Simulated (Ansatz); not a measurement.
Geometry optimisation, DFT PBE, scalar-relativistic, plane waves, PAW in Ansatz.

input.yaml

```yaml
accuracy: low
crystal:
  lattice:
    - [7.773877, 0.0, 0.0]
    - [0.0, 7.773877, 0.0]
    - [0.0, 0.0, 7.773877]
  atoms:
    - { symbol: C, position: [0.5309763, 0.9531227, 0.8797789] }
    - { symbol: C, position: [0.3646021, 0.9661944, 0.7934096] }
    - { symbol: "N", position: [0.2303993, 0.9767384, 0.7237413] }
    - { symbol: H, position: [0.6186957, 1.0511803, 0.8307192] }
    - { symbol: H, position: [0.5151799, 0.9715885, 1.0180769] }
    - { symbol: H, position: [0.5873322, 0.8265208, 0.8571338] }
    - { symbol: C, position: [0.7680387, 0.3664804, 0.134216] }
    - { symbol: C, position: [0.9467438, 0.3783625, 0.1910858] }
    - { symbol: "N", position: [1.0908932, 0.387947, 0.2369589] }
    - { symbol: H, position: [0.7472867, 0.4490943, 0.0225865] }
    - { symbol: H, position: [0.737287, 0.2340943, 0.0989299] }
    - { symbol: H, position: [0.6817559, 0.4070912, 0.2372834] }
    - { symbol: C, position: [0.4190038, 0.3371406, 0.54863] }
    - { symbol: C, position: [0.3591084, 0.3053552, 0.7238816] }
    - { symbol: "N", position: [0.3107949, 0.2797161, 0.8652453] }
    - { symbol: H, position: [0.4654741, 0.4691032, 0.5366622] }
    - { symbol: H, position: [0.5236892, 0.2491835, 0.5166714] }
    - { symbol: H, position: [0.3140289, 0.3176424, 0.4574327] }
    - { symbol: C, position: [0.1501004, 0.8321006, 0.1726968] }
    - { symbol: C, position: [0.1075155, 0.9427367, 0.3184948] }
    - { symbol: "N", position: [0.0731652, 1.0319794, 0.4361002] }
    - { symbol: H, position: [0.095836, 0.884979, 0.0544762] }
    - { symbol: H, position: [0.2894596, 0.8226738, 0.1583092] }
    - { symbol: H, position: [0.0978397, 0.7033455, 0.1928906] }
    - { symbol: C, position: [0.7969726, 0.7289755, 0.4494327] }
    - { symbol: C, position: [0.8783434, 0.6647377, 0.6061592] }
    - { symbol: "N", position: [0.9439797, 0.6129214, 0.7325798] }
    - { symbol: H, position: [0.8123662, 0.8682679, 0.4406277] }
    - { symbol: H, position: [0.8559107, 0.6696731, 0.3366214] }
    - { symbol: H, position: [0.6599019, 0.6985147, 0.4502085] }
    - { symbol: C, position: [1.0107759, 0.2187841, 0.7649355] }
    - { symbol: C, position: [0.8892193, 0.1686816, 0.6306797] }
    - { symbol: "N", position: [0.7911678, 0.1282674, 0.5223845] }
    - { symbol: H, position: [0.945221, 0.2937977, 0.8638919] }
    - { symbol: H, position: [1.0668506, 0.1045941, 0.8243755] }
    - { symbol: H, position: [1.1139794, 0.2965909, 0.710054] }
basis:
  ecutwfc: 420.0
kpoints:
  mp_grid: { grid: [1, 1, 1] }
hamiltonian:
  xc: pbe
scf:
  occupations: { method: fermi_dirac, width: 0.02 }
  lower_state_search: "off"
relax:
  f_tol: 0.3
  max_steps: 15
  adjacent_minimum: "off"
```

Command:

```bash
$ ansatz run input.yaml --threads 1 --pin off --max-ram 3072MiB --backend cpu --events-out ev --progress --plain --runs-dir out
```

Where does it end, and by what steps?

The run ended unconverged. The force dipped under the threshold on the way, but the program's further checks kept it going. Limits of this set-up: coarse k mesh, low accuracy level. After 16 steps the energy has fallen by 3.056 eV; N21 moved furthest, 1.79 Å.

```tsv
step	energy less start (eV)	largest force component (eV/Å)	accepted
0	0.0000	2.556	yes
1	-1.3826	0.946	yes
2	-2.0056	0.676	yes
3	-2.3513	0.463	yes
4	-2.5237	0.337	yes
5	-2.6729	0.253	yes
6	-2.7698	0.428	yes
7	-2.8465	0.181	yes
8	-2.8465	0.181	yes
9	-2.8954	0.323	yes
10	-2.9215	0.565	yes
11	-2.9526	0.553	yes
12	-3.0059	0.071	yes
13	-3.0059	0.071	yes
14	-3.0293	0.396	yes
15	-3.0417	0.777	yes
16	-3.0555	0.307	yes
```

```xyz
36
Lattice="7.7739 0.0000 0.0000 0.0000 7.7739 0.0000 0.0000 0.0000 7.7739" Properties=species:S:1:pos:R:3
C 3.982 7.490 6.903
C 2.982 6.900 6.036
N 2.178 6.432 5.340
H 4.535 8.253 6.341
H 3.500 7.973 7.763
H 4.681 6.715 7.244
C 5.723 2.439 0.936
C 6.815 2.938 1.746
N 7.681 3.359 2.395
H 5.718 2.952 -0.035
H 5.828 1.356 0.792
H 4.756 2.621 1.426
C 3.094 3.345 4.210
C 3.115 3.219 5.653
N 3.109 3.121 6.812
H 2.714 4.341 3.948
H 4.111 3.195 3.827
H 2.447 2.580 3.754
C 1.742 5.765 1.223
C 1.864 7.090 1.813
N 1.967 8.154 2.280
H 1.169 5.808 0.285
H 2.731 5.348 0.988
H 1.230 5.073 1.910
C 5.960 5.874 3.852
C 6.238 5.303 5.154
N 6.454 4.847 6.201
H 6.087 6.964 3.880
H 6.639 5.432 3.113
H 4.922 5.661 3.566
C 7.990 1.653 5.775
C 6.748 1.503 5.054
N 5.753 1.362 4.469
H 7.919 1.184 6.772
H 8.800 1.157 5.216
H 8.212 2.720 5.910
```

Run time: 30 s on 1 thread of Intel(R) Xeon(R) 6975P-C (Granite Rapids), on a shared host, peak memory 0.48 GiB.
